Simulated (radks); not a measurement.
The numbers below are computed, except where a source is named.
Ionisation of La, [Xe] 5d1 6s2, to La+, [Xe] 5d2, under several functionals. Dirac Kohn-Sham, spin-unpolarised, spherical densities, finite nucleus; open shells are shared between the two j in proportion to 2j + 1; a radial shooting solver on a logarithmic mesh with Libxc functionals.

[
 {"functional": "AM05", "E(La) (hartree)": "-8490.9681", "Exc (hartree)": "-197.6442", "IE (eV)": "5.982", "-e(HOMO) (eV)": "2.978", "<r> HOMO (bohr)": "3.024", "IE error (eV)": "+0.405"},
 {"functional": "BP86", "E(La) (hartree)": "-8498.4921", "Exc (hartree)": "-205.2511", "IE (eV)": "6.243", "-e(HOMO) (eV)": "3.128", "<r> HOMO (bohr)": "3.031", "IE error (eV)": "+0.666"},
 {"functional": "exchange-only LDA", "E(La) (hartree)": "-8485.2273", "Exc (hartree)": "-191.8300", "IE (eV)": "5.709", "-e(HOMO) (eV)": "2.163", "<r> HOMO (bohr)": "3.122", "IE error (eV)": "+0.132"},
 {"functional": "PBEsol", "E(La) (hartree)": "-8493.8478", "Exc (hartree)": "-200.5524", "IE (eV)": "6.058", "-e(HOMO) (eV)": "3.027", "<r> HOMO (bohr)": "3.029", "IE error (eV)": "+0.481"},
 {"functional": "revPBE", "E(La) (hartree)": "-8497.3949", "Exc (hartree)": "-204.1429", "IE (eV)": "5.916", "-e(HOMO) (eV)": "2.982", "<r> HOMO (bohr)": "3.030", "IE error (eV)": "+0.339"},
 {"functional": "SOGGA", "E(La) (hartree)": "-8493.4208", "Exc (hartree)": "-200.1224", "IE (eV)": "5.932", "-e(HOMO) (eV)": "2.954", "<r> HOMO (bohr)": "3.031", "IE error (eV)": "+0.355"}
]

NIST Atomic Spectra Database: 5.577 eV (measured). Closest: exchange-only LDA. The Delta-SCF values span 0.53 eV, the total energies 13.26 hartree. The highest occupied level is 5d5/2. Spin polarisation and multiplet splitting are left out, so open shells lie too high by an amount that depends on their filling. Sharing an open shell by 2j + 1 raises it above the true ground level by a part of the spin-orbit splitting, which enters the differences from NIST.

Beside tabulated values, note that spin-unpolarised runs miss the spin-polarisation part of the exchange energy of open shells.
